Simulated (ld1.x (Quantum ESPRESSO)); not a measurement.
**indium: one change to a TM potential, before and after**

```
Element                 : indium (In)
Generator               : ld1.x (Quantum ESPRESSO) 7.5
Type                    : norm-conserving Troullier–Martins (Kleinman–Bylander form)
Functional              : PBE
Relativity              : scalar-relativistic
Frozen core             : [Kr] 4d10
Valence charge          : 3
Reference configuration : 5s1 5p0 (charge +2)
Partial waves           : 5s (bound): rc 1.80 bohr; 5d channel at 0.05 Ry: rc 2.20 bohr; 5p (bound, empty): rc 2.45 bohr
Local potential         : the p channel
Core correction         : none
```

Change: local potential all-electron potential smoothed inside 2.30 bohr (lloc = -2).

Cutoffs: the cutoffs (Ry, on a coarse ladder) from which the occupation-weighted sum of valence levels, in a spherical-Bessel basis at the reference potential, stays within 10 and 1 mRy of its value at 400 Ry; they do not see the model core or the augmentation charge, which bear on the density cutoff. Errors are all-electron minus pseudo energies relative to the spin-unpolarised reference configuration.

Question: Predict the effect on cutoff, ghosts and configuration errors.

Answer: The potential gets neither clearly harder nor softer (18 Ry and 45 Ry → 18 Ry and 45 Ry); both files keep a bound ghost (d); the f channel binds one level more than in the base; the errors of the 7 common tests hardly move; the range in which the d phases agree narrows (upper end 3.2 → 0.5).

```csv
quantity,base,changed
"cutoff, loose",18 Ry,18 Ry
"cutoff, tight",45 Ry,45 Ry
bound ghosts,d,d
"error for 5s2 5p1, meV [ΔE -24.60 eV]",+387,+384
"error for 5s2 5p0, meV [ΔE -19.23 eV]",+179,+177
"error for 5s2 5p0.5, meV [ΔE -22.66 eV]",+288,+286
"error for 5s1 5p1, meV [ΔE -12.64 eV]",+171,+171
"error for 5s0 5p3, meV [ΔE -12.65 eV]",+478,+482
"error for 5s1 5p2, meV [ΔE -18.76 eV]",+393,+395
"error for 5s2 5p1.3, meV [ΔE -25.13 eV]",+431,+429
s: phases at 2.66 bohr within 0.05 rad from the reference energy up to (Ry; the scan ends near 5),0.5,0.7
p: phases at 2.66 bohr within 0.05 rad from the reference energy up to (Ry; the scan ends near 5),2.2,1.5
d: phases at 2.66 bohr within 0.05 rad from the reference energy up to (Ry; the scan ends near 5),3.2,0.5
```

 A true bound ghost makes a file unfit for plane-wave use even where its test errors are small: the radial tests pick states by their node count and pass the ghost by.
